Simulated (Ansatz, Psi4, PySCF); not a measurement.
C5H13FSi, singlet, geometry from GFN2-xTB, atoms displaced at random by about 0.03 Å a coordinate. Base run: PySCF with HF/STO-3G, gradient.

Input for PySCF:
```python
from pyscf import gto, scf

mol = gto.Mole()
mol.atom = '''
    C    -1.89410588   -1.66794228    0.21499792
    C    -1.28012487   -0.39370322    0.97337960
    Si   -0.00838416    0.50609156   -0.14420313
    C     0.61583089    2.04715290    0.77032739
    F    -0.78362816    1.00563492   -1.43699007
    C     1.34343375   -0.61322293   -0.71124200
    C     2.21491902   -1.27887471    0.30457686
    H    -1.11465267   -2.38654243    0.13388067
    H    -2.72923346   -2.11001895    0.86938262
    H    -2.32502514   -1.44150961   -0.68959772
    H    -2.15685571    0.29955915    1.15864508
    H    -0.86494293   -0.73043889    1.91411201
    H     1.27025612    2.61902860    0.09797833
    H    -0.18101464    2.69782326    1.05816327
    H     1.16446331    1.84808066    1.70791280
    H     0.94256948   -1.34250685   -1.41154018
    H     2.02579556    0.00919008   -1.39956801
    H     1.56966532   -1.90680359    1.01022729
    H     2.97810086   -1.86019282   -0.13093650
    H     2.64801402   -0.51480756    0.96553147
'''
mol.basis = 'sto-3g'
mol.verbose = 4
mol.build()

mf = scf.RHF(mol)
mf.kernel()
g = mf.nuc_grad_method()
grad = g.kernel()
```

Programs used: Ansatz (an electronic-structure program), Psi4, PySCF; a row that names a program was run with it.

The coordinate followed is y of atom 20.

The base run was repeated with changes; each row names its change, and settings that it needs were set with it.

```json
[
 {"change": "base", "dE/dx (Eh/bohr)": "0.009110", "net force (Eh/bohr)": "0.000000"},
 {"change": "finite difference step (bohr) = 1e-4; conv_tol = 1e-11", "dE/dx (Eh/bohr)": "0.009110", "net force (Eh/bohr)": "-"},
 {"change": "density fitting = on; auxbasis_response = off", "dE/dx (Eh/bohr)": "0.009085", "net force (Eh/bohr)": "0.001553"},
 {"change": "conv_tol = 1e-4", "dE/dx (Eh/bohr)": "0.009104", "net force (Eh/bohr)": "0.000000"},
 {"change": "finite difference step (bohr) = 0.01; conv_tol = 1e-11", "dE/dx (Eh/bohr)": "0.009106", "net force (Eh/bohr)": "-"},
 {"change": "finite difference step (bohr) = 1e-5; conv_tol = 1e-11", "dE/dx (Eh/bohr)": "0.009110", "net force (Eh/bohr)": "-"},
 {"change": "conv_tol = 1e-6", "dE/dx (Eh/bohr)": "0.009111", "net force (Eh/bohr)": "0.000000"},
 {"change": "finite difference step (bohr) = 0.05; conv_tol = 1e-11", "dE/dx (Eh/bohr)": "0.009011", "net force (Eh/bohr)": "-"},
 {"change": "finite difference step (bohr) = 1e-3; conv_tol = 1e-11", "dE/dx (Eh/bohr)": "0.009110", "net force (Eh/bohr)": "-"},
 {"change": "conv_tol = 1e-11", "dE/dx (Eh/bohr)": "0.009110", "net force (Eh/bohr)": "0.000000"},
 {"change": "code = psi4", "dE/dx (Eh/bohr)": "0.009112", "net force (Eh/bohr)": "0.000000"},
 {"change": "code = ansatz", "dE/dx (Eh/bohr)": "0.009112", "net force (Eh/bohr)": "0.000000"}
]
```

The net force is zero for an exact gradient.
